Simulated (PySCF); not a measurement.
C4H3BF2S.
SMILES with atom numbers: `[F:1][B:2]([F:3])[c:4]1[cH:5][cH:6][s:7][cH:8]1` (hydrogens: H9 on C5; H10 on C6; H11 on C8)

Structure used (PBE0-D3(BJ)/def2-SVP), in Å, numbered top down from 1:
```xyz
11
C4H3BF2S angstrom
F     -2.7609    0.6854   -0.0795
B     -1.8163   -0.2128   -0.3107
F     -2.1856   -1.3294   -0.9170
C     -0.3527    0.0310    0.1029
C      0.7347   -0.8808   -0.0955
C      1.9271   -0.3992    0.3667
S      1.7493    1.1713    1.0491
C      0.0750    1.1906    0.7196
H      0.6241   -1.8590   -0.5656
H      2.9048   -0.8793    0.3457
H     -0.5292    2.0556    0.9930
```

Computed with core-valence-separated Tamm–Dancoff BHandHLYP/aug-pcX-1 (pcseg-1 on H, def2-SVPD on S) in PySCF, non-relativistic, gas phase, PBE0-D3(BJ)/def2-SVP geometry. No shift to experiment was applied.

The lowest roots of each edge with f over 0.003 (five at most, numbered afresh; weaker and dark ones are left out), with transition dipoles (au) in the frame of the coordinates:

```tsv
root	edge	E (eV)	μx	μy	μz
1	C	282.76	-0.0128	-0.0288	0.0633
2	C	282.96	0.0173	0.0381	-0.0837
3	C	283.29	-0.0178	-0.0387	0.0847
4	C	283.51	0.0175	0.0383	-0.0837
5	C	285.93	0.0076	0.0656	0.0314
6	F	684.70	0.0051	0.0129	-0.0264
7	F	684.74	-0.0050	-0.0127	0.0258
8	F	687.39	-0.0027	-0.0058	0.0124
9	F	687.83	-0.0049	-0.0125	-0.0070
10	F	687.90	0.0107	-0.0095	-0.0026
11	B	189.43	0.0235	0.0593	-0.1218
12	B	193.59	-0.0074	-0.0177	0.0335
13	B	194.50	0.0120	-0.0277	-0.0116
```

Q: What are the oscillator strengths?

A: f = (2/3) ΔE |μ|², with ΔE in hartree (27.2114 eV):

```json
{"root": "1", "ΔE (Eh)": "10.3912", "|μ|² (au)": "0.005006", "f": "0.035", "core hole on": "C4"}
{"root": "2", "ΔE (Eh)": "10.3985", "|μ|² (au)": "0.008759", "f": "0.061", "core hole on": "C8"}
{"root": "3", "ΔE (Eh)": "10.4107", "|μ|² (au)": "0.008994", "f": "0.062", "core hole on": "C5"}
{"root": "4", "ΔE (Eh)": "10.4187", "|μ|² (au)": "0.008783", "f": "0.061", "core hole on": "C6"}
{"root": "5", "ΔE (Eh)": "10.5077", "|μ|² (au)": "0.005350", "f": "0.037", "core hole on": "C6"}
{"root": "6", "ΔE (Eh)": "25.1621", "|μ|² (au)": "0.000892", "f": "0.015", "core hole on": "F3"}
{"root": "7", "ΔE (Eh)": "25.1639", "|μ|² (au)": "0.000850", "f": "0.014", "core hole on": "F1"}
{"root": "8", "ΔE (Eh)": "25.2613", "|μ|² (au)": "0.000195", "f": "0.003", "core hole on": "F1"}
{"root": "9", "ΔE (Eh)": "25.2774", "|μ|² (au)": "0.000228", "f": "0.004", "core hole on": "F1"}
{"root": "10", "ΔE (Eh)": "25.2800", "|μ|² (au)": "0.000213", "f": "0.004", "core hole on": "F3"}
{"root": "11", "ΔE (Eh)": "6.9615", "|μ|² (au)": "0.018916", "f": "0.088", "core hole on": "B2"}
{"root": "12", "ΔE (Eh)": "7.1142", "|μ|² (au)": "0.001490", "f": "0.007", "core hole on": "B2"}
{"root": "13", "ΔE (Eh)": "7.1477", "|μ|² (au)": "0.001046", "f": "0.005", "core hole on": "B2"}
```

Q: What is the unit vector of the normal of the molecular plane, and which share of each root's |μ|² lies along it?

A: (-0.18, -0.41, 0.89), up to sign.

```csv
root,core hole on,share along it,final orbital under reflection in the plane
1,C4,1.00,odd
2,C8,1.00,odd
3,C5,1.00,odd
4,C6,1.00,odd
5,C6,0.00,even
6,F3,1.00,odd
7,F1,1.00,odd
8,F1,1.00,odd
9,F1,0.00,even
10,F3,0.00,even
11,B2,1.00,odd
12,B2,1.00,odd
13,B2,0.00,even
```

The 1s orbitals of atoms in the plane are even under the reflection, so light polarised along the normal reaches odd orbitals alone (the out-of-plane π set) and light polarised in the plane even ones.

Q: For fixed molecules, how does the intensity of root 1 change when the electric field is turned 45° away from the normal of the molecular plane?

A: Intensity goes as (E·μ)², and μ lies along that direction, so it falls to cos²45° = 0.50 of its maximum; it vanishes at 90°.

Q: Molecules are fixed in this frame and the field points along z. What effective strengths 3 f cos²θ do the roots have (θ between field and μ)?

A: root 1 (C4): 0.083, root 2 (C8): 0.146, root 3 (C5): 0.150, root 4 (C6): 0.146, root 5 (C6): 0.021, root 6 (F3): 0.035, root 7 (F1): 0.034, root 8 (F1): 0.008, root 9 (F1): 0.002, root 10 (F3): 0.000, root 11 (B2): 0.207, root 12 (B2): 0.016, root 13 (B2): 0.002. Root 11 is the strongest. Averaged over all orientations cos²θ is 1/3, which gives f back.

